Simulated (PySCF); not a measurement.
**C₆ coefficients of unlike pairs at UHF**

Calculated with PySCF 2.14 from the dipole response of each species, C₆(A,B) = (3/π) ∫ α_A(iu) α_B(iu) du, in atomic units, from isotropic polarisabilities. For ions this is the dispersion term alone; charge-induced terms of lower order in 1/R come first.

```json
{"species": "Cu²⁺", "configuration": "[Ar] 3d9 (2D)", "basis": "aug-cc-pVTZ-PP with ECP10MDF (6s6p5d3f2g)", "relativity": "core potential", "α (bohr³)": "2.383", "C₆ (like pair)": "6.293"}
{"species": "Cd", "configuration": "[Kr] 4d10 5s2 (1S)", "basis": "aug-cc-pVTZ-PP with ECP28MDF (6s6p5d3f2g)", "relativity": "core potential", "α (bohr³)": "63.76", "C₆ (like pair)": "611.8"}
{"species": "B³⁺", "configuration": "1s2 (1S)", "basis": "aug-cc-pwCVQZ (9s8p6d4f2g)", "relativity": "none", "α (bohr³)": "0.01954", "C₆ (like pair)": "0.002581"}
{"species": "Xe", "configuration": "[Xe] (1S)", "basis": "aug-cc-pVQZ-PP with ECP28MDF (7s7p5d3f2g)", "relativity": "core potential", "α (bohr³)": "26.75", "C₆ (like pair)": "280.0"}
```

(1) Estimate C₆ for B³⁺ with Cd.

No spin-orbit coupling is included.

The other pairs:

```csv
pair,C₆
"Xe, Cd",383.3
"Xe, B³⁺",0.4265
"B³⁺, Cu²⁺",0.1008
"Cd, Cu²⁺",45.02
"Xe, Cu²⁺",36.85
```

## Answers

(1) The integral gives 0.4865. The combination rule 2 C_A C_B / (C_A α_B/α_A + C_B α_A/α_B) gives 0.3669 and the geometric mean 1.257.
